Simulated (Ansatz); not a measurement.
Cartesian coordinates (Å):
```xyz
8

N      2.9342     0.1645    -0.1361
C      1.7813     0.1904    -0.0843
C      0.3904     0.1800    -0.0211
C     -0.7401     0.8073     0.0183
C     -0.8483    -0.6847     0.0514
H     -1.2651     1.7455     0.0244
H     -1.1676    -1.2187    -0.8400
H     -1.0848    -1.1842     0.9875
```
Charge 0, spin multiplicity 1.

All values below come from frozen-core CCSD(T)/cc-pVTZ // B3LYP-D3(BJ)/def2-TZVP (Ansatz, a first-principles code). The restricted HF reference is unstable towards unrestricted orbitals.

HF energy: -207.62516 Ha
MP2 correlation energy: -0.80983 Ha

Estimate the CCSD correlation energy, the (T) correction, the total energy and the T1 diagnostic.


```json
{
  "CCSD correlation energy": "-0.82202 Ha",
  "(T) correction": "-0.04435 Ha",
  "CCSD(T) total energy": "-208.49153 Ha",
  "T1 diagnostic": "0.013"
}
```
